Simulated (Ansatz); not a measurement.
Two isomers of CH6FNOSi: A = `N[SiH](F)CO`, B = `NC[SiH](O)F`.

Program: Ansatz. Geometries: PBE0-D4/def2-TZVP. ΔE: electronic, gas phase. CCSD(T)/CBS is the MP2 limit (def2-TZVPP, def2-QZVPP) plus CCSD(T) − MP2 in def2-TZVPP, frozen cores. Functionals use def2-TZVPP. One conformer a species, not always the lowest.

(1) Which isomer does CCSD(T)/CBS put lower? Give the gap. (An estimate is asked.)

(2) Give E(B) − E(A) in kJ/mol with ωB97M-V, B2PLYP, PBE-D4, PBE0-D4, CCSD/def2-TZVPP, r2SCAN-D4, CCSD(T)/def2-TZVPP. (An estimate is asked.)

(3) Does the order hold for the free energy at 298.15 K (harmonic terms from PBE0-D4)? (Best estimate.)

Largest T1 diagnostic: 0.011.

Answers

(1) Computed: B, by 62.8 kJ/mol.

(2) Ansatz gave: ωB97M-V -61.1, B2PLYP -61.8, PBE-D4 -60.5, PBE0-D4 -61.1, CCSD/def2-TZVPP -62.7, r2SCAN-D4 -62.8, CCSD(T)/def2-TZVPP -63.6. None reverses the order clearly.

(3) Ansatz gave: Yes: G(B) − G(A) = -58.0 kJ/mol, for one conformer each. Modes under 60 cm⁻¹, often nearly free rotors, make the harmonic entropy too high.

In def2-TZVPP, CCSD(T) changes the Hartree–Fock value by −5.9 kJ/mol (the triples alone add −0.9 kJ/mol) and MP2 by −8.3 kJ/mol. Leaving LDA and LC-ωPBE aside and taking each functional with its dispersion term where it has one, the values, not all of them listed here, spread over 5.7 kJ/mol, from PBE-QIDH to BLYP-D4. LDA lies −4.5 kJ/mol from PBE without D4.
